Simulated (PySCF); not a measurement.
Input file for PySCF: R-M06-2X/def2-TZVPPD on H4OSi (SMILES O[SiH3]).

```python
from pyscf import gto, dft

mol = gto.M(
    atom='''
    O    -0.51022331    1.01078274    3.01196433
    Si   -0.07285105   -0.37030256    3.76705078
    H    -0.44347688    1.05028113    2.02544495
    H    -0.89126636   -1.53759605    3.33552712
    H    -0.25838269   -0.17125183    5.22134112
    H     1.34942992   -0.73143692    3.51137586
    ''',
    basis='def2-tzvppd',
    charge=0, spin=0, verbose=4, max_memory=1800)
mf = dft.RKS(mol, xc='m062x').density_fit(auxbasis='def2-universal-jkfit')
mf.grids.level = 4
mf.conv_tol = 1e-9
mf.max_cycle = 150
mf.kernel()
mf.dip_moment()
```

Give the final energy of this run.

-367.1427 hartree.
